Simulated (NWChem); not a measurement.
System meant: C5H5N; SMILES C=C=CCC#N

The following NWChem deck was run.

```
start job
memory heap 200 mb stack 900 mb global 1100 mb
geometry units angstroms noautoz
  C      0.507028    -2.771445     0.226077
  C      0.061494    -1.609544    -0.173362
  C     -0.387491    -0.445308    -0.571285
  C     -0.750276     0.679301     0.369837
  C      0.011818     1.899108     0.109460
  N      0.613364     2.862815    -0.110154
  H     -0.177635    -3.595149     0.454830
  H      1.580484    -2.957169     0.339628
  H     -0.514720    -0.257902    -1.644532
  H     -1.821881     0.926835     0.273994
  H     -0.583762     0.375991     1.414703
end
basis spherical
  * library def2-svp
end
dft
  odft
  mult 2
  xc b3lyp
  iterations 150
  mulliken
end
task dft energy
```

End of the output:

```
 Summary of "ao basis" -> "" (spherical)
 ------------------------------------------------------------------------------
       Tag                 Description            Shells   Functions and Types
 ---------------- ------------------------------  ------  ---------------------
 *                          def2-svp                  on all atoms

                                 NWChem DFT Module
                                 -----------------

 Summary of "ao basis" -> "ao basis" (spherical)
 ------------------------------------------------------------------------------
       Tag                 Description            Shells   Functions and Types
 ---------------- ------------------------------  ------  ---------------------
 C                          def2-svp                 6       14   3s2p1d
 N                          def2-svp                 6       14   3s2p1d
 H                          def2-svp                 3        5   2s1p

 Summary of "ao basis" -> "ao basis" (spherical)
 ------------------------------------------------------------------------------
       Tag                 Description            Shells   Functions and Types
 ---------------- ------------------------------  ------  ---------------------
 C                          def2-svp                 6       14   3s2p1d
 N                          def2-svp                 6       14   3s2p1d
 H                          def2-svp                 3        5   2s1p

  number of electrons :                   42
  multiplicity        :                    2
 ------------------------------------------------------------------------
  no. of electrons and multiplicity not compatible                  42
 ------------------------------------------------------------------------
 ------------------------------------------------------------------------
  current input line :
    26: task dft energy
 ------------------------------------------------------------------------
 ------------------------------------------------------------------------
 There is an error in the input file
 ------------------------------------------------------------------------
 For more information see the NWChem manual at https://nwchemgit.github.io

0: no. of electrons and multiplicity not compatible:Received an Error in Communication
```

**Question.** Find the fault in this run and fix the input.

**Answer.** The program refused the input. Cause: the multiplicity doesn't fit the number of electrons (an even count wants an odd multiplicity, and the reverse). This input runs:
```
start job
memory heap 200 mb stack 900 mb global 1100 mb
geometry units angstroms noautoz
  C      0.507028    -2.771445     0.226077
  C      0.061494    -1.609544    -0.173362
  C     -0.387491    -0.445308    -0.571285
  C     -0.750276     0.679301     0.369837
  C      0.011818     1.899108     0.109460
  N      0.613364     2.862815    -0.110154
  H     -0.177635    -3.595149     0.454830
  H      1.580484    -2.957169     0.339628
  H     -0.514720    -0.257902    -1.644532
  H     -1.821881     0.926835     0.273994
  H     -0.583762     0.375991     1.414703
end
basis spherical
  C library def2-svp
  N library def2-svp
  H library def2-svp
end
dft
  xc b3lyp
  iterations 150
  mulliken
end
task dft energy
```
It converges to -248.02819 Ha (B3LYP/def2-SVP).
